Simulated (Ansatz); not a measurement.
**Worked example: GaH(CH3)F + CH3NO → GaH(CH3)(NH2) + CHFO**

Species: GaH(CH3)F, singlet; CH3NO (formamide) `NC=O`, singlet; GaH(CH3)(NH2), singlet; CHFO (formyl fluoride) `O=CF`, singlet. The partners trade F for NH2: Ga–F and C–NH2 bonds give way to Ga–NH2 and C–F.

Shapes, held fixed at every level: PBE0-D4/def2-TZVP. Flexible molecules stand in one conformer, not always the lowest. Programs: Ansatz 0.2.0. Electronic energies: no zero-point or thermal term.

At CCSD(T)/def2-TZVPP; 1 Eh = 2625.50 kJ/mol:

| species | energy (Eh) |
| --- | --- |
| GaH(CH3)F | -2063.687251 |
| CH3NO | -169.647700 |
| GaH(CH3)(NH2) | -2019.799443 |
| CHFO | -213.505427 |

Problem. Work out ΔE of the reaction at this level.

Solution. 
1. Products less reactants: (-2019.799443) + (-213.505427) − [(-2063.687251) + (-169.647700)] = 0.030081 Eh = +79.0 kJ/mol.

Other levels give +82.8 (MP2/def2-TZVPP) to +93.9 kJ/mol (BHLYP-D4/def2-TZVPP). No measured value is set beside it here. Relativity is left out for Ga unless named. Correlated rows may include outer-core shells of Ga, which these sets cover unevenly.
